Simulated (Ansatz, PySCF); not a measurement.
Spin states of O3W (SMILES [O]=[W](=[O])=[O]), each relaxed with B3LYP-D3(BJ)/def2-TZVP.
State 1 (charge 0, multiplicity 1):
```xyz
4

W      0.194     0.345     0.252
O      1.339    -0.465    -0.757
O     -0.584    -0.854     1.225
O     -1.007     1.041    -0.776
```
State 2 (charge 0, multiplicity 3):
```xyz
4

W      0.133     0.194     0.163
O      1.448    -0.479    -0.718
O     -0.535    -0.880     1.329
O     -1.104     1.232    -0.831
```

Singlets are restricted, other states unrestricted; no spin–orbit coupling, no relativity up to Kr; see below for the cores. The largest T1 diagnostic is 0.036.

Correlated levels freeze the inner cores; with def2 sets outer-core shells near the valence are correlated too.

The values were computed with Ansatz (Gaussian basis) for Hartree–Fock, density functionals and correlated methods; PySCF for the dispersion terms. Values without a source in brackets are computed. In def2 rows elements past Kr take small-core potentials, without spin–orbit coupling.

Task: One of these levels gives 2.162 eV for the energy of the multiplicity-3 state less that of the multiplicity-1 state. Name it.
(A) BHLYP-D3(BJ)/def2-TZVPP
(B) B2PLYP-D4/def2-TZVPP
(C) SVWN5/def2-TZVPP
(D) B3LYP-D4/def2-TZVPP

Result: C, SVWN5/def2-TZVPP. The others give 1.555 (B3LYP-D4/def2-TZVPP), 1.053 (BHLYP-D3(BJ)/def2-TZVPP), 1.921 (B2PLYP-D4/def2-TZVPP)

Ansatz is a quantum-chemistry and plane-wave program.
